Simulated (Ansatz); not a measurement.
Ideal-gas functions of `C=[CH][GeH2]` radical at 400 K and 1 bar, from an Ansatz frequency run at PBE0-D4/def2-TZVP.

Molar mass 101.67 g/mol, point group C1 (symmetry number 1), electronic degeneracy 2, moments of inertia 13.087, 127.512, 138.962 u Å². Harmonic wavenumbers (cm⁻¹, unscaled): 180, 256, 436, 524, 602, 649, 834, 968, 1013, 1026, 1281, 1423, 1622, 2106, 2138, 3132, 3157, 3217.

Use S(trans) = R[1.5 ln M + 2.5 ln T − 1.1517]; rotational temperatures θ = 24.2544 K / I; S(rot) = R[ln(√π/σ · √(T³/θAθBθC)) + 1.5]; for each mode x = 1.438777 ν̃/T, S = R[x/(eˣ − 1) − ln(1 − e⁻ˣ)] and H = RT x/(eˣ − 1); 1 cm⁻¹ = 0.0119627 kJ/mol; R = 8.31446 J/(mol·K).

Problem. By hand: the entropy, in J/(mol·K).

Solution. Translation 172.6. Rotation: θ = 1.8533, 0.1902, 0.1745 K, giving 103.5. Vibration, mode by mode: 12.07, 9.29, 5.38, 4.18, 3.35, 2.93, 1.73, 1.18, 1.03, 1.00, 0.47, 0.31, 0.17, 0.04, 0.03, 0.00, 0.00, 0.00, in all 43.1. Electronic 5.8. Sum 325.0 J/(mol·K).

Problem. By hand: H − E and G − E in kJ/mol, counted from the electronic energy.

Solution. Zero-point energy ½ × 24564 × 0.0119627 = 146.9; thermal vibration 10.5; translation, rotation and pV give 4 RT = 13.3. H − E = 170.7 kJ/mol, and G − E = 170.7 − 400 × 325.0/1000 = 40.7 kJ/mol.

Vibration gives 13 % of the entropy. The sum counts one conformer and one mirror image; others add a mixing term.
